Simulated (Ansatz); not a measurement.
`[TeH]C1=NC1` + `N[AsH2]` → `N[AsH][TeH]` + `C1=NC1` at 400 K and 1 bar (ligand exchange at a Te–C bond).

Calculated with Ansatz (gas phase, PBE0-D4/def2-TZVP geometries, no zero-point term in ΔE). CCSD(T)/CBS is the MP2 limit (def2-TZVPP, def2-QZVPP) plus CCSD(T) − MP2 in def2-TZVPP, frozen cores. Elements past krypton have def2 core potentials. For As, Te outer-core shells are correlated without core-valence functions, which leaves a few kJ/mol of doubt a bond. Scalar relativity is left out up to krypton. Each species was taken in one conformer, which may not be the lowest.

```
      species  CCSD(T)/CBS energy (Eh)  H − E (kJ/mol)  S (J/(mol·K))
`[TeH]C1=NC1`               -400.24331           135.8          334.7
    `N[AsH2]`              -2292.09958           128.5          285.0
`N[AsH][TeH]`              -2559.85306           136.2          361.1
     `C1=NC1`               -132.51911           134.8          260.4
```

H − E and S are ideal-gas, rigid-rotor, harmonic terms from PBE0-D4/def2-TZVP, for one conformer and one mirror image of each species. 1 Eh = 2625.50 kJ/mol, R = 8.31446 J/(mol·K).

Task: By hand: ΔE, ΔH, ΔS and ΔG.

Result: ΔE = (-2559.85306) + (-132.51911) − (-400.24331) − (-2292.09958) = -0.02928 Eh = -76.9 kJ/mol. Δ(H − E) = 136.2 + 134.8 − 135.8 − 128.5 = 6.7, so ΔH = -70.2 kJ/mol. ΔS = 361.1 + 260.4 − 334.7 − 285.0 = 1.8 J/(mol·K). ΔG = -70.2 − 400 × (1.8)/1000 = -70.9 kJ/mol.

Task: By hand: the equilibrium constant, and the temperature at which ΔG would vanish if ΔH and ΔS stayed fixed.

Result: log₁₀ K = −ΔG/(RT ln 10) = 9.3. ΔH and −TΔS have one sign here, so there is no such temperature. One of them is within its doubt of zero, so this could turn.

The number of gas molecules stays the same, so ΔS is small and ΔH decides. A doubt of 5 kJ/mol in ΔE shifts log₁₀ K by 0.7 here. Other conformers and mirror images would add mixing entropy, several J/(mol·K) or more a flexible species. These are equilibria of isolated gas molecules and say nothing of rates. Largest T1 diagnostic: 0.012 (customary marks: 0.02 for closed shells, 0.045 for open ones).
